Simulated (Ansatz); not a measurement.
Two structures of SiNH7F2, singlet, reached by relaxing down either side of one saddle point (PBE0-D4/def2-TZVP). Energies are electronic, without zero-point energy. Program: Ansatz 0.2.0. Basis: def2-TZVPP and def2-QZVPP. Cores are frozen in the correlated methods. Extrapolation: Hartree–Fock as exp(−7.88 √X), correlation as X^−2.97. First:

```
11
angstrom
Si -0.9729 -0.5978 -0.9803
F 0.0185 0.6408 -1.3603
H -0.2395 -1.8065 -0.5540
H -2.0962 -0.1909 -0.1124
H -1.5510 -0.8918 -2.3226
H 1.1361 0.2224 1.2679
N 0.1382 0.0528 1.3482
H 1.5252 1.1045 -0.7603
F 2.3145 1.2674 -0.2863
H -0.2724 0.8921 1.7409
H -0.0006 -0.6933 2.0192
```

Second:

Si1  (-1.059, -0.772, -0.251)
F2  (1.407, 0.562, -2.103)
H3  (-0.088, -1.733, -0.812)
H4  (-2.264, -1.501, 0.232)
H5  (-1.462, 0.279, -1.206)
H6  (0.993, 0.795, 0.638)
N7  (-0.248, 0.046, 1.103)
H8  (1.683, 0.905, -1.268)
F9  (1.797, 1.270, 0.284)
H10  (-0.831, 0.740, 1.559)
H11  (0.073, -0.593, 1.823)
(Å)

Task: Which bonds change from the first to the second?

Result: SiH₃F ([F][SiH3]) + NH₃ + HF → SiNH₅ ([NH2][SiH3]) + HF + HF; bonds formed: Si1–N7, F2–H8, H6–F9; bonds broken: Si1–F2, H6–N7, H8–F9.

Task: Give the saddle point's structure and its height above each. (Judge from chemistry; the value comes from the calculation.)

Result: The calculation gives: 19.82 kcal/mol above the first and 7.57 kcal/mol above the second (CCSD(T) at an estimated basis limit (MP2 extrapolated from triple and quadruple zeta, plus CCSD(T) − MP2 in triple zeta)).
```
atom    x (Å)    y (Å)    z (Å)
 Si1  -0.8505  -0.7062  -0.4534
  F2   0.6304   0.7088  -1.5038
  H3   0.1265  -1.6447  -1.0263
  H4  -1.7999  -1.5580   0.3350
  H5  -1.7072   0.1302  -1.3094
  H6   0.9781   0.4362   0.7600
  N7  -0.1285   0.2394   0.9582
  H8   1.4547   0.7625  -0.8305
  F9   2.1278   0.7184   0.1958
 H10  -0.5621   1.1554   1.0345
 H11  -0.2694  -0.2422   1.8401
```

T1 diagnostic: at most 0.011.

Labels in which every atom is bracketed show which atoms are joined, not bond orders.

For scale, one of the runs: CCSD(T)/def2-TZVPP, 233 basis functions, launched by `ansatz run in.yaml --threads 4 --pin off --events-out ev --progress --plain --max-ram 9574MiB`. The run took 66 s on 4 CPU threads of an AMD EPYC 9R14 (shared host), with 4.3 GiB of host memory at its peak.
